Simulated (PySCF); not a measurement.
Cu(I) cation (CuI), SMILES [Cu][I] (connectivity only; charge and spin as stated), charge +1, multiplicity 2. Atoms are numbered in the order given.

```xyz
2

Cu     0.0000     0.0000    -1.5552
I      0.0000     0.0000     0.8510
```
Charge +1, spin multiplicity 2.

Geometry: PBE-D3(BJ)/def2-TZVP. The multiplicity is an assumed one; other spin states were not compared. The def2 effective core potentials stand for the cores of I; spin–orbit coupling is left out.

Method: PBE-D3(BJ)/def2-TZVP in PySCF.

Frequencies are harmonic and unscaled.

Computed normal modes with their intensities:
| mode | ν (cm⁻¹) | IR (km/mol) | moving atoms (share of kinetic energy) |
|---|---|---|---|
| 1 | 235 | 3.2 | Cu 67 %, I 33 % |
